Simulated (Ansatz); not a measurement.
`NB1CS1` and `ClB1CS1` differ in one atom or group.

Ansatz, PBE0-D4/def2-TZVP geometries, multiplicity 1. Each molecule was computed in one conformer, which needn't be the lowest.

```tsv
property	`NB1CS1`
HOMO energy (B3LYP/def2-TZVPP) / eV	-6.51
LUMO energy (ωB97M-V/def2-TZVPP) / eV	1.84
LUMO energy (PBE0/def2-TZVPP) / eV	0.33
HOMO energy (PBE0/def2-TZVPP) / eV	-6.75
size of the dipole moment (PBE/def2-TZVPP) / D	2.77
HOMO energy (PBE/def2-TZVPP) / eV	-5.56
```

**Question.** What does the change do to each property? (Estimate.)

**Answer.** The calculation gave: 
| property | `ClB1CS1` | shift |
| --- | --- | --- |
| HOMO energy (B3LYP/def2-TZVPP) / eV | -7.45 | -0.94 |
| LUMO energy (ωB97M-V/def2-TZVPP) / eV | 0.98 | -0.86 |
| LUMO energy (PBE0/def2-TZVPP) / eV | -1.11 | -1.44 |
| HOMO energy (PBE0/def2-TZVPP) / eV | -7.70 | -0.95 |
| size of the dipole moment (PBE/def2-TZVPP) / D | 1.06 | -1.71 |
| HOMO energy (PBE/def2-TZVPP) / eV | -6.53 | -0.97 |

With PBE0 the HOMO falls by 0.95 eV and the LUMO falls by 1.44 eV, so the gap narrows by about 0.49 eV. PBE moves the HOMO by -0.97 eV and ωB97M-V by -0.92 eV. The zero-point energy changes by -68.6 kJ/mol with -6 modes. Dipoles are sizes alone; their direction can turn.

B3LYP here is the variant with VWN-RPA as its local correlation; programs differ in this.
